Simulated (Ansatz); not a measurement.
Isolated molecules relaxed with PBE0-D4/def2-TZVP in Ansatz; ΔE leaves out vibrations. CBS: MP2 limit from def2 TZ/QZ plus the TZ coupled-cluster correction, frozen cores. DFT in def2-TZVPP. One conformer a species, not always the lowest.

Consider the isomerisation: `CC(C)[Si]O` → `CC(C)O[SiH]`.

```tsv
level	ΔE (kcal/mol)	difference from CCSD(T)/CBS
BLYP-D4	11.5	-1.6
PBE-QIDH	13.4	0.3
BLYP	10.7	-2.4
PBE0	13.2	0.1
r2SCANh	12.9	-0.2
CAM-B3LYP	10.7	-2.4
RPA@PBE/def2-TZVPP	10.0	-3.1
HF/def2-SVP	5.8	-7.3
MP2/def2-SVP	9.7	-3.4
SCS-MP2/def2-TZVPP	12.0	-1.1
CCSD(T)/CBS	13.1	0
```

Largest T1 diagnostic among the species: 0.014.

At CCSD(T), def2-SVP lies −5.4 kcal/mol from the extrapolated value and def2-TZVPP −0.9 kcal/mol. Leaving LDA and LC-ωPBE aside and taking each functional with its dispersion term where it has one, the values, not all of them listed here, spread over 2.5 kcal/mol, from CAM-B3LYP-D4 to HSE06-D4.
